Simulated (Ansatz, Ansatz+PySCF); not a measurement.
```yaml
atoms:
  - { symbol: H, position_ang: [1.3066, 0.0000, 0.0000] }
  - { symbol: H, position_ang: [0.9239, 0.9239, 0.0000] }
  - { symbol: H, position_ang: [0.0000, 1.3066, 0.0000] }
  - { symbol: H, position_ang: [-0.9239, 0.9239, 0.0000] }
  - { symbol: H, position_ang: [-1.3066, 0.0000, 0.0000] }
  - { symbol: H, position_ang: [-0.9239, -0.9239, 0.0000] }
  - { symbol: H, position_ang: [0.0000, -1.3066, 0.0000] }
  - { symbol: H, position_ang: [0.9239, -0.9239, 0.0000] }
```

Basis set: 6-31G* (spherical functions). All electrons are correlated. Charge 0, multiplicity 1.

Computed with Ansatz (development build ahead of 0.2.0); each method stands on the lowest determinant of its kind that the runs found. Restricted open shells among the atoms or ions are ROHF, correlated in semicanonical orbitals with singles.

(1) Give the atomization energy at this shape (free ground-state atoms in the same class of orbitals less the molecule, no zero-point energy) of singlet H8 by UHF-CCSDT(Q), RHF-CCSDT(Q), RHF-CCSD(T), UHF-MP2, RHF-MP2, UHF, RHF.

Results:

(1)

| method | atomization energy |
| --- | --- |
| UHF-CCSDT(Q) | 859.2 kJ/mol |
| RHF-CCSDT(Q) | 856.3 kJ/mol |
| RHF-CCSD(T) | 853.4 kJ/mol |
| UHF-MP2 | 769.3 kJ/mol |
| RHF-MP2 | 703.5 kJ/mol |
| UHF | 614.9 kJ/mol |
| RHF | 448.2 kJ/mol |

Caution for UHF-CCSDT(Q), UHF-MP2: bonds are stretched, where a single reference can fail. Caution for UHF-CCSDT(Q), UHF-MP2, UHF: the unrestricted determinant is a mixture of spin states. Caution for RHF-CCSDT(Q), RHF-CCSD(T), RHF-MP2, RHF: an unrestricted determinant lies well below; the determinant breaks the point group. Caution for RHF-CCSDT(Q), RHF-CCSD(T), RHF-MP2: large amplitudes, a single reference is doubtful. Caution for RHF-CCSDT(Q): the amplitudes may be one of several solutions.
